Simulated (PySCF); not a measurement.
# Ionisation energy of Co²⁺ by level of theory

Co²⁺ [Ar] 3d7 (4F) → Co³⁺ [Ar] 3d6 (5D), as a difference of total energies. All numbers are calculated (PySCF 2.14, the non-relativistic Hamiltonian (point nucleus), in 6-31G*). Correlated levels: valence: [Ar] frozen. The calculations carry no spin-orbit coupling.

```json
{"method": "UHF", "ionisation energy (eV)": "31.413"}
{"method": "PBE0", "ionisation energy (eV)": "33.714"}
{"method": "LDA", "ionisation energy (eV)": "34.267"}
{"method": "MP2 (valence)", "ionisation energy (eV)": "32.639"}
{"method": "SCS-MP2 (valence)", "ionisation energy (eV)": "32.589"}
```

Problem. How much does correlation contribute at MP2 (valence)?

Solution. 32.639 − (31.413) = 1.226 eV, measured against UHF.

These non-relativistic numbers lack the scalar-relativistic shift.

The reference lies between the lowest fine-structure levels, while these numbers refer to the centres of the terms.

Errors of the correlated levels include the incompleteness of this basis and the frozen core.

For comparison: 33.5 ± 0.06 eV (semi-empirical (NIST evaluation); NIST Atomic Spectra Database, ionization energies).
